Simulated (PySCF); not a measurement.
Species: C7H16NP.
Atom-mapped SMILES: `[CH3:1][CH2:2][C@@H:3]1[C@H:4]([CH3:5])[CH2:6][P@@:7]1([CH3:8])=[NH:9]` (hydrogens: H10, H11, H12 on C1; H13, H14 on C2; H15 on C3; H16 on C4; H17, H18, H19 on C5; H20, H21 on C6; H22, H23, H24 on C8; H25 on N9)

Structure used (GFN2-xTB), in Å, numbered top down from 1:
```xyz
25
C7H16NP angstrom
C      1.6703   -0.1411    2.0524
C      1.2575   -0.8990    0.7964
C     -0.2235   -0.6797    0.5522
C     -0.8962   -1.1535   -0.7617
C      0.0551   -1.3802   -1.9257
C     -1.8067    0.0729   -0.9829
P     -0.8777    1.0722    0.3075
C      0.3379    2.0970   -0.5722
N     -1.5159    1.9927    1.3885
H      2.7481   -0.1721    2.1949
H      1.1926   -0.5687    2.9315
H      1.3534    0.8988    1.9707
H      1.4621   -1.9671    0.9157
H      1.8424   -0.5398   -0.0509
H     -0.7789   -1.0913    1.4060
H     -1.4707   -2.0718   -0.6073
H      0.7472   -2.1899   -1.7052
H     -0.5116   -1.6496   -2.8155
H      0.6263   -0.4835   -2.1497
H     -2.8368   -0.1046   -0.6686
H     -1.8214    0.4560   -2.0023
H      1.0052    1.5096   -1.1954
H     -0.2217    2.8038   -1.1828
H      0.8999    2.6506    0.1758
H     -2.2478    1.5626    1.9377
```

Computed at PBE0/pcSseg-1 (PySCF, non-relativistic), with Q(14N) = 0.02044 b: N9, 14N (I = 1): χzz = 2.981 MHz, η = 0.536.

(1) Where would the pure quadrupole (NQR) lines of 14N at N9 fall for the rigid, isolated species?

## Answers

(1) From ν± = (3/4)|χ|(1 ± η/3) and ν0 = |χ|η/2: ν+ 2.635 MHz, ν− 1.836 MHz, ν0 0.799 MHz (nitrogen bonded to P and H).

In a crystal, neighbours and librations shift these lines. GFN2-xTB bond lengths can be off by several hundredths of an ångström, more for odd bonds, and the gradients follow them. With so small a basis the couplings can be 20 % off.

One conformer stands for the species.
